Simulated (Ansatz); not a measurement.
A search over several starts for the lowest SCF solution of the cluster GeO₄H₄ at the given spin, in a small basis.

```yaml
crystal:
  periodic: [false, false, false]
  atoms:
    - {symbol: Ge, position_ang: [0.563009, 0.279097, 0.179243]}
    - {symbol: O, position_ang: [-0.227419, -0.867052, -1.024724]}
    - {symbol: O, position_ang: [1.981588, -0.550650, 0.851172]}
    - {symbol: O, position_ang: [-0.635431, 0.536833, 1.476187]}
    - {symbol: O, position_ang: [-1.500745, -0.156364, -1.268274]}
    - {symbol: H, position_ang: [-1.524115, 0.443962, 1.077909]}
    - {symbol: H, position_ang: [1.699226, -1.257745, 1.462602]}
    - {symbol: H, position_ang: [-1.416083, 0.013516, -2.229848]}
    - {symbol: H, position_ang: [1.059970, 1.558393, -0.524266]}
basis:
  gaussian: {orbitals: def2-SVP, initial_orbitals: start.molden}
hamiltonian: {xc: pbe0, dispersion: d4}
output: {orbitals: {seedname: orbitals}}
```

The file start.molden holds the orbitals of an earlier run on this structure, at another level or in another basis.

```sh
$ ansatz run in.yaml --threads 4 --pin off --events-out ev --progress --plain --max-ram 3916MiB
```

It prints (some lines left out):

```
Functional definition: PBE0
  name "PBE0"
  cite "Adamo & Barone, J. Chem. Phys. 110, 6158 (1999) doi:10.1063/1.478522"
  cite "Perdew, Burke & Ernzerhof, Phys. Rev. Lett. 77, 3865 (1996) doi:10.1103/PhysRevLett.77.3865"
  parent pbe
  parameter a = 0.25
  parameter kappa = 0.804
  parameter beta = 0.06672455060314922
  exchange = (1 - a)*pbe_x(kappa = kappa, mu = beta*pi^2/3) + a*exact_x
  correlation = pbe_c(beta = beta)
1040 factors; integrals over basis functions are off by at most 1.3e-3 eV
mean field evaluation 1: about -64622.8699 eV, gradient 1.4e2 eV
mean field evaluation 2: about -64667.5422 eV, gradient 7.2e1 eV
mean field evaluation 4: about -64737.8183 eV, gradient 2.5e1 eV
mean field evaluation 8: about -64741.1187 eV, gradient 9.4e-4 eV
mean field evaluation 16: about -64740.9530 eV, gradient 1.5e0 eV
mean field -64741.11869811 eV, -2379.1922290490 hartree, gradient 3.3e-5 eV, S^2 0.000000; 1 other end points of the search recorded, 0 dependent functions left out
reference -64741.11872112 eV, -2379.1922298948 hartree; 34, 34 occupied and 74, 74 virtual orbitals, 1040 factors
Total energy: -64741.25537764 eV, -2379.1972519292 hartree
```

It took 1.6 s on 4 threads of Arm Neoverse V2 on a shared host.

The structure holds one bond between oxygen atoms, so isomers without such links may lie far lower. The structure comes from a short search, and lower isomers may exist.
